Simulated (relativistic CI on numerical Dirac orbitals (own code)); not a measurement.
## Tc2+: L2,3 absorption edge

Computed with this model: Dirac-Coulomb-Breit CI, orbitals from a KLI potential per configuration, a model potential for QED, valence Slater integrals scaled by 0.8, multiplet model of core-to-valence dipole absorption; configurations [Kr] 4d5 → [He] 2s2 2p5 3s2 3p6 3d10 4s2 4p6 4d6; 300 K; Lorentzian 2.4 eV and Gaussian 0.5 eV FWHM. Energies are those of the free ion, without screening or charge transfer. The branching ratio is the share of the lower-energy edge in the whole absorption, uncertain by about 0.02 where the edges overlap. S is read from ⟨S²⟩ = S(S + 1).

Field parameters in Wybourne normalisation: D4h B²₀ = −7Ds, B⁴₀ = 21(Dq − Dt), B⁴₄ = 21√(5/14) Dq. The field is a parameter set, without covalency.

Case D4h, 10Dq = 25250, Ds = 2360, Dt = 50 cm⁻¹, the dichroism is that of the ground state at zero temperature, magnetised by exchange field 10 meV on Sz. The dichroism I(Δm = −1) − I(Δm = +1), over the sum of the three polarisations, integrates to -0.0464 on the lower edge and 0.0556 on the upper edge. The branching ratio is 0.722.

Use the orbital sum rule with 5 holes to get ⟨Lz⟩.

For a p → d edge ⟨Lz⟩ = 2 × n_h × (sum of both integrals) in this sign convention = 0.09; the ground state itself has ⟨Lz⟩ = 0.13 and ⟨Sz⟩ = -0.49. The rule assumes one radial integral for both edges, which relativistic orbitals only approach.
